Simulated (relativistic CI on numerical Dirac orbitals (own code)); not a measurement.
Ti4+ in a cubic cluster: L2,3 absorption with charge transfer

Computed with a charge-transfer multiplet model of a cubic metal-ligand cluster with up to 2 ligand holes, Slater and spin-orbit integrals from Dirac-Coulomb-Breit ions, Slater integrals scaled by 0.8. The ground state mixes d0 with configurations of k ligand holes L, whose averages lie at kΔ + k(k − 1)U_dd/2; a core hole lowers each added d electron by U_cd. 300 K, Lorentzian 0.4 eV and Gaussian 0.3 eV FWHM.

Atomic integrals in eV (Slater integrals scaled, ζ unscaled), ground: F2dd 6.578, F4dd 4.090, zeta_d 0.013; with the core hole: F2dd 6.578, F4dd 4.090, zeta_d 0.032, zeta_core 3.741, F2cd 5.066, G1cd 3.785, G3cd 2.149. Where a configuration has fewer than two d electrons, the dd integrals are those of d2.

Cluster parameters (eV): U_dd = 5.5, U_cd = 7.1, 10Dq = 0.5, 10Dq(ligand) = 1.3, V(eg) = 3.75, V(t2g) = -1.85, final-state hopping factor = 1.

Weights, n_d and S are thermal averages at 300 K. Photon energies count from the first peak over 30 % of the highest in each spectrum, which can be another peak from case to case. The parameters are a model scan and need not match a compound or its usual spin state. Peaks in eV (height, largest 100): -1.9 (21), 0.0 (100), 3.2 (45), 5.2 (93).

**Question.** Which parameters give this spectrum?
A. Δ = 3.7 eV
B. Δ = -0.3 eV
C. Δ = 2.7 eV

**Answer.** A. Δ = 3.7 eV; the ground state then has 0.75 d electrons and S = 0.00. The choice follows from running the model for each set and comparing peak positions and heights. The space is cut while the next configuration still counts.
